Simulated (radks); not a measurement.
The numbers below are computed, except where a source is named.
How relativity changes the ionisation of the vanadium ion V3+ ([Ar] 3d2) to V4+ ([Ar] 3d1). Spin-unpolarised spherical Kohn-Sham, PBE, point nucleus unless stated (finite: rms radius 3.6002 fm), a radial shooting solver on a logarithmic mesh with Libxc functionals. A level marked "c x" has the speed of light scaled by that factor and shares open shells by 2j + 1; other Dirac levels either fill j = l - 1/2 first or share by 2j + 1.

level,E(V3+) (hartree),E(V4+) (hartree),IE (eV),HOMO,<r> HOMO (bohr)
non-rel.,-941.71164,-940.01726,46.106,3d,1.175
scalar-rel.,-947.13366,-945.44786,45.873,3d,1.180
"scalar-rel., finite nucleus",-947.13144,-945.44564,45.873,3d,1.180
"Dirac, 2j+1 shares",-947.14517,-945.45940,45.872,3d5/2,1.181
"Dirac, low j first",-947.14889,-945.46157,45.914,3d3/2,1.178
"Dirac, 2j+1 shares, finite nucleus",-947.14294,-945.45718,45.872,3d5/2,1.181
"Dirac, c x 1.25",-945.17176,-943.48289,45.956,3d5/2,1.179
"Dirac, c x 3",-942.30801,-940.61458,46.080,3d5/2,1.176
"Dirac, c x 100",-941.71218,-940.01780,46.106,3d5/2,1.175

NIST Atomic Spectra Database: 46.709 eV (measured). The relativistic part of the total energy of V3+ is -5.431 hartree (Dirac, 2j+1 shares, finite nucleus), 0.58 % of the non-relativistic value. Spin polarisation and multiplet splitting of open shells are left out at every level.

Beside tabulated values, note that spin-unpolarised runs miss the spin-polarisation part of the exchange energy of open shells.
